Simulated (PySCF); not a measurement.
Molecule: SMILES CS[Si@@H](O)[SiH3], CH₈OSSi₂.

Cartesian coordinates in Å; atom numbers follow the order of the lines, from 1:
```xyz
13

C    -2.1566   -0.1317   -0.6882
S    -1.1032   -1.4946   -0.1170
Si    0.4270   -0.3363    0.8922
O     1.4794   -1.4059    1.5093
Si    1.6807    0.9905   -0.5165
H    -2.4907    0.4532    0.1635
H    -3.0089   -0.5761   -1.1913
H    -1.6009    0.4924   -1.3816
H    -0.3205    0.2993    1.9873
H     1.2049   -2.2520    1.8559
H     2.4167    0.2375   -1.5358
H     0.8225    1.9396   -1.2406
H     2.6454    1.7845    0.2450
```

Frames of a GFN2-xTB Langevin trajectory at 300 K; GIAO PBE0/pcSseg-1 shieldings in PySCF 2.14, gas phase, non-relativistic; equivalent atoms averaged within each frame.

Chemical shifts δ = σref − σ; ¹³C (σref 186.93) and ²⁹Si (σref 349.16) and ¹H (σref 31.72) vs TMS; ³³S (σref 503.73) against CS2; ¹⁷O (σref 336.08) vs H2O, all at this level. The references are static minima.

Problem. How do the shifts (ppm) fluctuate along the trajectory?

Solution. 
```csv
time (fs),C1,S2,Si3,Si5,O4,H9,H11/H12/H13,H10,H6/H7/H8
optimised geometry,10.0,-185,11.0,-123.5,23.8,6.29,3.40,1.50,1.90
250,9.9,-162,18.8,-120.2,56.4,7.14,3.55,3.06,2.23
425,17.8,-104,8.8,-111.2,55.2,5.48,4.92,2.22,1.57
625,10.0,-177,5.6,-129.1,24.6,6.25,3.24,3.02,1.94
800,6.6,-186,5.9,-104.7,28.7,5.72,4.04,2.61,1.52
1000,8.8,-162,5.8,-125.1,32.5,5.98,3.46,1.18,2.25
mean of frames,10.6,-158,9.0,-118.1,39.5,6.11,3.84,2.42,1.90
standard deviation,4.3,32,5.6,10.0,15.1,0.64,0.67,0.77,0.35
```

5 frames give an uncertainty of the mean of about the standard deviation over 2.2 at best, since frames this close in time may not be independent; classical motion lacks zero-point vibration, and the reference would need the same averaging.
